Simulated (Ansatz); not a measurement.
The same path of FGeH4NO2 (9 atoms, charge 0, multiplicity 1) was run twice with different band settings. The coordinate that changes most is the dihedral F5–Ge2–O4–H9.

Computed with RKS revPBE-D4/def2-SVP (Ansatz).

Relaxed end points:

```xyz
9
Properties=species:S:1:pos:R:3
N -0.290 0.348 -1.457
Ge 0.147 0.095 0.297
O 1.003 -1.471 0.346
O -1.292 0.201 1.349
F 1.204 1.303 1.021
H -0.596 1.305 -1.664
H 0.482 0.107 -2.090
H 1.433 -1.588 1.215
H -2.003 -0.347 0.965
```

```xyz
9
Properties=species:S:1:pos:R:3
N -0.083 0.300 -1.599
Ge 0.023 -0.035 0.179
O 0.783 -1.640 0.357
O -1.628 0.148 0.832
F 1.020 1.038 1.183
H -0.528 1.192 -1.835
H 0.805 0.204 -2.101
H 1.275 -1.674 1.199
H -1.579 0.420 1.768
```

Common settings: movable images 5; climbing image yes; spring 5.0 eV/Å²; optimiser quadratic models (default); start path IDPP; iteration limit 60; end points relaxed.

| run | force threshold |
| --- | --- |
| 1 | 0.05 eV/Å |
| 2 | 0.5 eV/Å |

Question: What does each run give, and how far can it be trusted?

Answer: Run 1: converged after 7 iterations, highest image 0.016 eV above the first end. A vibrational analysis at the climbing image gives one clearly imaginary mode, 118i cm⁻¹: a first-order saddle point.
Run 2: converged after 3 iterations, highest image 0.028 eV above the first end. The threshold of 0.5 eV/Å is loose, so the images may lie well off the minimum-energy path. The order of the stationary point at the top wasn't checked.
